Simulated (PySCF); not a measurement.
Species: MoO2Cl2 (singlet state).
Bonds: Mo1–O2, Mo1–O3, Mo1–Cl4, Mo1–Cl5.

Computed with PySCF, PBE0-D3(BJ)/def2-SVP geometry optimisation, gas phase, def2 core potentials past Kr.

Problem. How far are the bound atoms from Mo1?

Solution. 4 atoms: O3 1.660 Å, O2 1.660 Å, Cl5 2.255 Å, Cl4 2.257 Å.

Problem. List the angles at Mo1.

Solution. 
```tsv
angle	degrees	distance of the outer atoms (Å)
Cl4–Mo1–Cl5	112.0	3.74
O2–Mo1–Cl4	109.8	3.22
O2–Mo1–Cl5	109.6	3.22
O3–Mo1–Cl4	109.6	3.22
O3–Mo1–Cl5	109.2	3.21
O2–Mo1–O3	106.5	2.66
```

Problem. What is the shape at Mo1?

Solution. Tetrahedral: angles from 106.5° to 112.0°; τ4 = (360° − α − β)/141° = 0.98 with α and β the two widest (0 for a square, 1 for a tetrahedron). Differences among atoms that C2v makes equivalent are scatter left by the optimiser.

Problem. What are the rotational constants (commonest isotopes, rigid rotor)?

Solution. A = 2754, B = 1678, C = 1360 MHz: an asymmetric top.

Point group: C2v (every atom within 0.08 Å of its image). Charge 0, singlet. No frequency check.
